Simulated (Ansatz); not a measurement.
In9Sb10H26⁺, a nanocrystal cut from wurtzite InSb (hydrogen-capped). Total charge 1; singlet. Geometry r2SCAN-D4/def2-SVP; atoms count from 1.

```csv
atom,x (Å),y (Å),z (Å)
Sb1,-3.1759,2.7498,-2.4626
In2,-1.1426,4.6687,-3.4917
Sb3,-4.5764,-0.9247,0.3373
In4,-4.6527,-3.8223,0.7970
In5,-2.4980,0.8526,-0.4718
Sb6,-0.3341,-0.6474,-1.5217
Sb7,0.9064,3.5684,-1.7597
In8,1.8347,0.9883,-2.5085
Sb9,-1.7588,-4.1924,1.1132
In10,0.4892,-2.6138,0.3469
Sb11,2.6391,-3.9990,-0.8694
Sb12,3.9759,0.0062,-0.9180
In13,5.0651,-2.5356,-1.7909
Sb14,-1.4176,2.0665,1.8177
In15,0.4841,4.0440,0.9989
In16,-1.1842,-0.1548,3.6633
Sb17,1.3219,-1.1120,2.5681
Sb18,2.8784,2.9960,2.1819
In19,3.7340,0.2731,1.8902
H20,-3.9465,1.8244,-3.6636
H21,-4.5896,3.4744,-1.8558
H22,-0.8693,4.0913,-5.0816
H23,-1.6709,6.1525,-2.8160
H24,-5.8474,-0.5553,-0.7355
H25,-5.2403,-0.1121,1.6755
H26,-4.9494,-4.4502,-0.7682
H27,-5.3012,-4.0092,2.3679
H28,-0.9908,-1.5226,-2.8280
H29,2.2730,4.5459,-2.0521
H30,2.0519,0.7738,-4.2067
H31,-1.3814,-5.7363,0.4998
H32,-1.3998,-4.5599,2.7342
H33,1.8889,-4.9487,-2.0644
H34,2.9506,-5.2763,0.2092
H35,5.2172,1.1288,-1.2452
H36,4.9186,-2.6256,-3.4957
H37,6.2424,-3.0319,-0.6486
H38,-2.7576,2.9892,2.3248
H39,0.0919,5.6391,1.5136
H40,-2.3158,-1.2922,2.9782
H41,-1.0023,0.3826,5.2790
H42,1.8579,-2.3661,3.5898
H43,4.1637,3.9818,1.6652
H44,2.9402,3.4372,3.8233
H45,5.0776,-0.1465,2.8808
```

In the def2 sets In, Sb take a core potential; there is no spin–orbit coupling. Single mean-field runs in def2-SVP are fitted with def2-universal-jkfit.

Question: Estimate the Mulliken populations of the heavy atoms from the PBE0/def2-SVP orbitals of Ansatz.

Answer: 
```
atom  charge (e)
 Sb1        0.04
 In2        0.27
 Sb3        0.03
 In4        0.27
 In5        0.13
 Sb6       -0.15
 Sb7       -0.19
 In8        0.24
 Sb9        0.03
In10        0.13
Sb11        0.04
Sb12       -0.19
In13        0.27
Sb14       -0.15
In15        0.23
In16        0.26
Sb17       -0.15
Sb18        0.03
In19        0.23
```
Mulliken values depend strongly on the basis.

Question: And the Mayer bond orders between heavy atoms (over 0.3)?

Answer: Sb1–In2 0.52 (2.98 Å); Sb1–In5 0.81 (2.83 Å); In2–Sb7 0.67 (2.90 Å); Sb3–In4 0.59 (2.93 Å); Sb3–In5 0.76 (2.85 Å); In4–Sb9 0.59 (2.93 Å); In5–Sb6 0.79 (2.83 Å); In5–Sb14 0.87 (2.81 Å); Sb6–In8 0.67 (2.89 Å); Sb6–In10 0.79 (2.83 Å); Sb7–In8 0.78 (2.84 Å); Sb7–In15 0.80 (2.83 Å); In8–Sb12 0.78 (2.84 Å); Sb9–In10 0.76 (2.85 Å); In10–Sb11 0.81 (2.83 Å); In10–Sb17 0.87 (2.81 Å); Sb11–In13 0.52 (2.98 Å); Sb12–In13 0.67 (2.90 Å); Sb12–In19 0.80 (2.83 Å); Sb14–In15 0.73 (2.86 Å); Sb14–In16 0.65 (2.90 Å); In15–Sb18 0.70 (2.87 Å); In16–Sb17 0.65 (2.90 Å); Sb17–In19 0.73 (2.86 Å); Sb18–In19 0.70 (2.87 Å).
